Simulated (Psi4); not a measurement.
CH₅BO₂S (SMILES CSB(O)O), singlet, at a GFN2-xTB geometry; Psi4 with MP3/def2-SVP.

Input for Psi4:
```
memory 2 GB

molecule mol {
0 1
B     0.193386    0.185469    0.774849
O     0.040275   -0.232353    2.051227
H     0.440845    0.281331    2.752971
O     0.878421    1.291430    0.388431
H     1.289592    1.824396    1.069084
S    -0.581739   -0.818249   -0.515339
C    -0.110044    0.119772   -2.012278
H    -0.514910    1.123784   -1.949566
H    -0.535014   -0.410917   -2.856398
H     0.971091    0.154807   -2.088504
}

set {
  basis def2-svp
  reference rhf
  freeze_core true
}

energy('mp3')
print_variables()
```

Output, abridged:

```
    Information: MP3 default algorithm changed to DF in August 2020. Use `set mp_type conv` for previous behavior.
    For method 'MP3', SCF Algorithm Type (re)set to DISK_DF.

   => Loading Basis Set <=

    Name: DEF2-SVP
    Role: ORBITAL
    Keyword: BASIS

         ---------------------------------------------------------
                                   SCF
               by Justin Turney, Rob Parrish, Andy Simmonett
                          and Daniel G. A. Smith
                              RHF Reference
         ---------------------------------------------------------

  ==> Geometry <==

    Molecular point group: c1
    Full point group: C1

    Geometry (in Angstrom), charge = 0, multiplicity = 1:

       Center              X                  Y                   Z               Mass
    ------------   -----------------  -----------------  -----------------  -----------------
         B            0.208948287801     0.215307521756     0.733196886556    11.009305360000
         O            0.055837287801    -0.202514478244     2.009574886556    15.994914619570
         H            0.456407287801     0.311169521756     2.711318886556     1.007825032230
         O            0.893983287801     1.321268521756     0.346778886556    15.994914619570
         H            1.305154287801     1.854234521756     1.027431886556     1.007825032230
         S           -0.566176712199    -0.788410478244    -0.556991113444    31.972071174400
         C           -0.094481712199     0.149610521756    -2.053930113444    12.000000000000
         H           -0.499347712199     1.153622521756    -1.991218113444     1.007825032230
         H           -0.519451712199    -0.381078478244    -2.898050113444     1.007825032230
         H            0.986653287801     0.184645521756    -2.130156113444     1.007825032230

  Running in c1 symmetry.

  Rotational constants: A =      0.22972  B =      0.10027  C =      0.07074 [cm^-1]
  Rotational constants: A =   6886.93416  B =   3006.15856  C =   2120.71770 [MHz]
  Nuclear repulsion =  218.904885080022495

  Charge       = 0
  Multiplicity = 1
  Electrons    = 48
  Nalpha       = 24
  Nbeta        = 24

  ==> Algorithm <==

  SCF Algorithm Type is DISK_DF.
  DIIS enabled.
  MOM disabled.
  Fractional occupation disabled.
  Guess Type is SAD.
  Energy threshold   = 1.00e-08
  Density threshold  = 1.00e-08
  Integral threshold = 1.00e-12

  ==> Primary Basis <==

  Basis Set: DEF2-SVP
    Blend: DEF2-SVP
    Number of shells: 47
    Number of basis functions: 99
    Number of Cartesian functions: 104
    Spherical Harmonics?: true
    Max angular momentum: 2

   => Loading Basis Set <=

    Name: (DEF2-SVP AUX)
    Role: JKFIT
    Keyword: DF_BASIS_SCF

  ==> Integral Setup <==

  ==> DiskDFJK: Density-Fitted J/K Matrices <==

    J tasked:                  Yes
    K tasked:                  Yes
    wK tasked:                  No
    Integrals threads:           1
    Algorithm:                Core
    Integral Cache:           SAVE
    Schwarz Cutoff:          1E-12
    Fitting Condition:       1E-10

   => Auxiliary Basis Set <=

  Basis Set: (DEF2-SVP AUX)
    Blend: DEF2-UNIVERSAL-JKFIT
    Number of shells: 168
    Number of basis functions: 522
    Number of Cartesian functions: 619
    Spherical Harmonics?: true
    Max angular momentum: 4

  Minimum eigenvalue in the overlap matrix is 6.7474025903E-03.
  Reciprocal condition number of the overlap matrix is 1.2850209693E-03.
    Using symmetric orthogonalization.

  ==> Pre-Iterations <==

  SCF Guess: Superposition of Atomic Densities via on-the-fly atomic UHF (no occupation information).

   -------------------------
    Irrep   Nso     Nmo
   -------------------------
     A         99      99
   -------------------------
    Total      99      99
   -------------------------

  ==> Iterations <==

                           Total Energy        Delta E     RMS |[F,P]|

   @DF-RHF iter SAD:  -611.58174318794568   -6.11582e+02   0.00000e+00
   @DF-RHF iter   1:  -612.41443525153227   -8.32692e-01   5.78643e-03 ADIIS/DIIS
   @DF-RHF iter   2:  -612.53001207249656   -1.15577e-01   3.11514e-03 ADIIS/DIIS
   @DF-RHF iter   3:  -612.56402908630184   -3.40170e-02   4.37137e-04 ADIIS/DIIS
   @DF-RHF iter   4:  -612.56559090538190   -1.56182e-03   1.04235e-04 ADIIS/DIIS
   @DF-RHF iter   5:  -612.56569622922189   -1.05324e-04   2.58106e-05 DIIS
   @DF-RHF iter   6:  -612.56570562238676   -9.39316e-06   8.76542e-06 DIIS
   @DF-RHF iter   7:  -612.56570663559796   -1.01321e-06   2.77160e-06 DIIS
   @DF-RHF iter   8:  -612.56570676709896   -1.31501e-07   8.38964e-07 DIIS
   @DF-RHF iter   9:  -612.56570677634772   -9.24877e-09   2.33946e-07 DIIS
   @DF-RHF iter  10:  -612.56570677691502   -5.67297e-10   9.02066e-08 DIIS
   @DF-RHF iter  11:  -612.56570677698039   -6.53699e-11   2.13878e-08 DIIS
   @DF-RHF iter  12:  -612.56570677698573   -5.34328e-12   5.85341e-09 DIIS
  Energy and wave function converged.

  ==> Post-Iterations <==

    Orbital Energies [Eh]
    ---------------------

    Doubly Occupied:

[...]
    Virtual:

[...]
    Final Occupation by Irrep:
              A
    DOCC [    24 ]
    NA   [    24 ]
    NB   [    24 ]

  @DF-RHF Final Energy:  -612.56570677698573

   => Energetics <=

    Nuclear Repulsion Energy =            218.9048850800224955
    One-Electron Energy =               -1279.9251429430462395
    Two-Electron Energy =                 448.4545510860380091
    Total Energy =                       -612.5657067769857349

Computation Completed

Properties will be evaluated at   0.000000,   0.000000,   0.000000 [a0]

Properties computed using the SCF density matrix

 Multipole Moments:

 ------------------------------------------------------------------------------------
     Multipole            Electronic (a.u.)      Nuclear  (a.u.)        Total (a.u.)
 ------------------------------------------------------------------------------------

[...]
  DIE_IF_NOT_CONVERGED          => (empty)
[...]
  LINEQ_SOLVER                  => (empty)
  LITERAL_CFOUR                 => (empty)
  LS_THC_BASIS_TOLERANCE        => (empty)
  LS_THC_DF                     => (empty)
  LS_THC_PRUNING_SCHEME         => (empty)
  LS_THC_RADIAL_POINTS          => (empty)
  LS_THC_SPHERICAL_POINTS       => (empty)
  LS_THC_S_EPSILON              => (empty)
  LS_THC_WEIGHTS_TOLERANCE      => (empty)
  MAT_NUM_COLUMN_PRINT          => (empty)
  MAX_MOGRAD_CONVERGENCE        => (empty)
  MAX_RADIAL_MOMENT             => (empty)
  MBIS_D_CONVERGENCE            => (empty)
  MBIS_MAXITER                  => (empty)
  MBIS_PRUNING_SCHEME           => (empty)
  MBIS_RADIAL_POINTS            => (empty)
  MBIS_SPHERICAL_POINTS         => (empty)
  MOLDEN_WITH_VIRTUAL           => (empty)
  MOLDEN_WRITE                  => (empty)
  MO_DIIS_NUM_VECS              => (empty)
  MO_MAXITER                    => (empty)
  MO_STEP_MAX                   => (empty)
  MP2_AMP_TYPE                  => (empty)
  MP2_OS_SCALE                  => (empty)
  MP2_SOS_SCALE                 => (empty)
  MP2_SOS_SCALE2                => (empty)
  MP2_SS_SCALE                  => (empty)
  MP2_TYPE                      => (empty)
  MP_TYPE                       => (empty)
  NAT_ORBS                      => FALSE           !
  NUM_FROZEN_DOCC               => (empty)
  NUM_FROZEN_UOCC               => (empty)
  NUM_GPUS                      => (empty)
  OCC_ORBS_PRINT                => (empty)
  OEPROP                        => (empty)
  OO_SCALE                      => (empty)
  OPT_METHOD                    => (empty)
  ORBITAL_OPTIMIZER_PACKAGE     => (empty)
  ORB_OPT                       => FALSE           !
  ORB_RESP_SOLVER               => (empty)
  ORTH_TYPE                     => (empty)
  PARENT_SYMMETRY               => (empty)
  PCG_BETA_TYPE                 => (empty)
  PCG_CONVERGENCE               => (empty)
  PCG_MAXITER                   => (empty)
  PCM                           => (empty)
  PE                            => (empty)
  PPL_TYPE                      => (empty)
  PRINT                         => (empty)
  PRINT_NOONS                   => (empty)
  PROPERTIES                    => (empty)
  PROPERTIES_ORIGIN             => (empty)
  PUREAM                        => (empty)
  QCHF                          => (empty)
  QC_MODULE                     => (empty)
  RAS1                          => (empty)
  RAS2                          => (empty)
  RAS3                          => (empty)
  RAS4                          => (empty)
  READ_SCF_3INDEX               => (empty)
  REGULARIZATION                => (empty)
  REG_PARAM                     => (empty)
  RELATIVISTIC                  => (empty)
  REMP_A                        => (empty)
  RESTRICTED_DOCC               => (empty)
  RESTRICTED_UOCC               => (empty)
  RMS_MOGRAD_CONVERGENCE        => (empty)
  R_CONVERGENCE                 => (empty)
  SCF_TYPE                      => DISK_DF         !
  SCREENING                     => (empty)
  SCS_TYPE                      => (empty)
  SOCC                          => (empty)
  SOS_TYPE                      => (empty)
  TRIPLES_IABC_TYPE             => (empty)
  WFN                           => (empty)
  WFN_TYPE                      => DF-OMP3         !
  WRITER_FILE_LABEL             => (empty)
  ZORA_BASIS_TOLERANCE          => (empty)
  ZORA_NR_DEBUG                 => (empty)
  ZORA_PRUNING_SCHEME           => (empty)
  ZORA_RADIAL_POINTS            => (empty)
  ZORA_SPHERICAL_POINTS         => (empty)

	For this residual convergence, default PCG convergence is:     1.00e-07
	For this energy convergence, default residual convergence is:     3.16e-07

 ==============================================================================
 ==============================================================================
 ==============================================================================

                     DF-MP3
              Program Written by Ugur Bozkaya
              Latest Revision September 9, 2017

 ==============================================================================
 ==============================================================================
 ==============================================================================

	MO spaces...

	 FC   OCC   VIR   FV
	----------------------
	  9   15    75    0

	Number of basis functions in the DF-CC basis: 324

	Total memory requirement for DF+CC int:     55.87 MB

	Computing DF-MP2 energy ...
	=======================================================================
	Nuclear Repulsion Energy (a.u.)    :   218.90488508002252
	DF-HF Energy (a.u.)                :  -612.56570677698573
	REF Energy (a.u.)                  :  -612.56570677698573
	DF-MP2 Correlation Energy (a.u.)   :    -0.72578187316179
	DF-MP2 Total Energy (a.u.)         :  -613.29148865014758
	=======================================================================

	=======================================================================
	================ MP3 FINAL RESULTS ====================================
	=======================================================================
	Nuclear Repulsion Energy (a.u.)    :   218.90488508002252
	SCF Energy (a.u.)                  :  -612.56570677698573
	REF Energy (a.u.)                  :  -612.56570677698573
	3rd Order Energy (a.u.)            :    -0.03299884887997
	DF-MP2.5 Correlation Energy (a.u.) :    -0.74228129760183
	DF-MP2.5 Total Energy (a.u.)       :  -613.30798807458757
	DF-MP3 Correlation Energy (a.u.)   :    -0.75878072204184
	DF-MP3 Total Energy (a.u.)         :  -613.32448749902755
	=======================================================================

  Variable Map:
  ----------------------------------------------------------------------------
[...]
  Array Variable Map:
  ----------------------------------------------------------------------------
[...]
[...]
```
